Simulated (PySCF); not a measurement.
C3H5Cl, SMILES C=C(C)Cl.

Geometry optimised at PBE-D3(BJ)/def2-SVP.

Method: PBE-D3(BJ)/def2-SVP run with PySCF.

Frequencies are harmonic and unscaled.

| mode | ν (cm⁻¹) | IR (km/mol) | moving atoms (share of kinetic energy) |
|---|---|---|---|
| 1 | 205 | 0.8 | H 96 % |
| 2 | 341 | 1.5 | C 51 %, H 27 %, Cl 23 % |
| 3 | 388 | 1.0 | C 45 %, H 35 %, Cl 20 % |
| 4 | 440 | 6.4 | C 67 %, H 31 % |
| 5 | 632 | 31.3 | C 54 %, Cl 30 %, H 16 % |
| 6 | 681 | 0.0 | H 96 % |
| 7 | 842 | 40.2 | H 73 %, C 27 % |
| 8 | 902 | 2.1 | H 57 %, C 43 % |
| 9 | 969 | 1.6 | H 63 %, C 36 % |
| 10 | 1016 | 0.3 | H 66 %, C 34 % |
| 11 | 1152 | 64.6 | C 65 %, H 35 % |
| 12 | 1328 | 7.2 | H 85 %, C 15 % |
| 13 | 1357 | 3.0 | H 77 %, C 23 % |
| 14 | 1388 | 11.4 | H 97 % |
| 15 | 1405 | 10.5 | H 96 % |
| 16 | 1667 | 51.8 | C 92 %, H 8 % |
| 17 | 2971 | 10.3 | H 97 % |
| 18 | 3050 | 4.7 | H 91 %, C 9 % |
| 19 | 3083 | 7.5 | H 91 %, C 9 % |
| 20 | 3093 | 0.9 | H 94 % |
| 21 | 3200 | 1.1 | H 89 %, C 11 % |
